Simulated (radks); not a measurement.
Values are calculated unless marked as measured or tabulated.
Ionisation of neutral argon, [Ar], to [Ne] 3s2 3p5 as the strength of local exchange is varied. Level of theory: scalar-relativistic Kohn-Sham, Slater X-alpha exchange (alpha = 2/3 is LDA exchange), no correlation, spin-polarised, spherical densities, point nucleus (a radial shooting solver on a logarithmic mesh with Libxc functionals).

alpha,E(Ar) (hartree),exchange (hartree),IE (eV),-e of the level emptied (eV),<r> of it (bohr)
0.667,-526.39959,-27.90307,14.475,9.072 (3p),1.681
0.699,-527.74015,-29.30695,14.921,9.484 (3p),1.669
0.75,-529.88285,-31.55662,15.644,10.155 (3p),1.649
0.9,-536.22876,-38.26017,17.857,12.231 (3p),1.596
1.03,-541.78138,-44.17455,19.879,14.149 (3p),1.553

NIST Atomic Spectra Database: 15.760 eV (measured). The Delta-SCF value meets it near alpha = 0.76. Open shells are spherical and high-spin; term and fine-structure splittings are not resolved.
